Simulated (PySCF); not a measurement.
W(O)(S)(Br)(OH) (BrHO2SW), SMILES [O]=[W]([OH])(=[S])[Br], multiplicity 1.

Geometry: PBE-D3(BJ)/def2-SVP. The spin state was assumed, not searched. The structure was generated by enumeration; whether it is a known compound was not checked. The def2 effective core potentials stand for the cores of W; spin–orbit coupling is left out. The values are those of a single conformer.

These are PBE-D3(BJ)/def2-SVP (PySCF) values and carry that method's errors.

Frequencies are harmonic and unscaled.

| mode | ν (cm⁻¹) | IR (km/mol) | Raman (Å⁴/amu) | depolarisation | moving atoms (share of kinetic energy) |
|---|---|---|---|---|---|
| 1 | 113 | 2.4 | 4.5 | 0.70 | S 48 %, Br 23 %, W 15 %, O 10 % |
| 2 | 134 | 0.5 | 1.5 | 0.74 | O 55 %, W 18 %, Br 14 %, S 9 % |
| 3 | 185 | 6.7 | 3.0 | 0.70 | O 50 %, S 16 %, Br 16 %, H 13 % |
| 4 | 211 | 12.5 | 3.4 | 0.70 | O 67 %, S 14 %, H 12 % |
| 5 | 233 | 44.5 | 4.3 | 0.74 | O 52 %, H 39 % |
| 6 | 269 | 3.5 | 2.3 | 0.28 | Br 38 %, H 21 %, W 20 %, O 19 % |
| 7 | 305 | 59.7 | 4.4 | 0.32 | O 39 %, H 19 %, W 19 %, Br 14 %, S 9 % |
| 8 | 530 | 52.9 | 21.1 | 0.17 | S 80 %, W 16 % |
| 9 | 584 | 164.8 | 3.7 | 0.36 | H 69 %, O 27 % |
| 10 | 718 | 47.3 | 11.4 | 0.22 | O 74 %, H 17 %, W 9 % |
| 11 | 981 | 103.4 | 17.1 | 0.10 | O 92 %, W 8 % |
| 12 | 3732 | 289.7 | 142.1 | 0.31 | H 94 % |
